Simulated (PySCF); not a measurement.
**How methods differ on the excitation energy of S²⁺**

S²⁺ [Ne] 3s2 3p2 (3P) → S²⁺ [Ne] 3s1 3p3 (5S), as a difference of total energies. All numbers are calculated (PySCF 2.14, the spin-free X2C one-electron Hamiltonian (Gaussian nucleus), in x2c-QZVPPall (9s6p4d2f1g, 70 functions)). Correlated levels: valence: [Ne] frozen. The calculations carry no spin-orbit coupling.

| method | excitation energy (cm⁻¹) |
| --- | --- |
| UHF | 43480 |
| MP2 (valence) | 53687 |
| SCS-MP2 (valence) | 58449 |
| CCSD (valence) | 56229 |
| CCSD(T) (valence) | 56680 |

A first-order spin-orbit estimate (lowest level to lowest level, LS coupling) adds 0.062 eV.
